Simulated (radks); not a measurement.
Species: Tm XII. Configuration: [Kr] 4d10 4f10 5s2 (the NIST ground configuration). All-electron calculation, Dirac Kohn-Sham, BLYP, spin-unpolarised, spherical densities, point nucleus; open shells are shared between the two j in proportion to 2j + 1. Program: a radial shooting solver on a logarithmic mesh with Libxc functionals.

Unscreened Slater integrals over Kohn-Sham orbitals (cm^-1). Large and small components are both included. Empty in this configuration: 5p1/2.

\begin{tabular}{lr}
integral & value \\ \hline
F0(4f7/2,4f7/2) & 311350 \\
F2(4f7/2,4f7/2) & 153230 \\
F4(4f7/2,4f7/2) & 97224 \\
F6(4f7/2,4f7/2) & 70259 \\
F0(4f7/2,4f5/2) & 312810 \\
F2(4f7/2,4f5/2) & 153890 \\
F4(4f7/2,4f5/2) & 97632 \\
G2(4f7/2,4f5/2) & 153400 \\
G4(4f7/2,4f5/2) & 97338 \\
G6(4f7/2,4f5/2) & 70343 \\
F0(4f7/2,5s1/2) & 214440 \\
G3(4f7/2,5s1/2) & 34757 \\
F0(4f7/2,4d5/2) & 327720 \\
F2(4f7/2,4d5/2) & 161090 \\
F4(4f7/2,4d5/2) & 103760 \\
G1(4f7/2,4d5/2) & 187750 \\
G3(4f7/2,4d5/2) & 119770 \\
G5(4f7/2,4d5/2) & 85200 \\
F0(4f7/2,5p1/2) & 204900 \\
G4(4f7/2,5p1/2) & 27569 \\
F0(4f5/2,4f5/2) & 314300 \\
F2(4f5/2,4f5/2) & 154570 \\
F4(4f5/2,4f5/2) & 98058 \\
F0(4f5/2,5s1/2) & 214860 \\
G3(4f5/2,5s1/2) & 34203 \\
F0(4f5/2,4d5/2) & 329360 \\
F2(4f5/2,4d5/2) & 161800 \\
F4(4f5/2,4d5/2) & 104190 \\
G1(4f5/2,4d5/2) & 188010 \\
G3(4f5/2,4d5/2) & 119990 \\
G5(4f5/2,4d5/2) & 85374 \\
F0(4f5/2,5p1/2) & 205270 \\
G2(4f5/2,5p1/2) & 32816 \\
F0(5s1/2,5s1/2) & 182340 \\
F0(5s1/2,4d5/2) & 220090 \\
G2(5s1/2,4d5/2) & 25365 \\
F0(5s1/2,5p1/2) & 176870 \\
G1(5s1/2,5p1/2) & 123020 \\
F0(4d5/2,4d5/2) & 349130 \\
F2(4d5/2,4d5/2) & 177720 \\
F4(4d5/2,4d5/2) & 119130 \\
F0(4d5/2,5p1/2) & 209880 \\
G3(4d5/2,5p1/2) & 20516 \\
F0(5p1/2,5p1/2) & 171990 \\
\end{tabular}
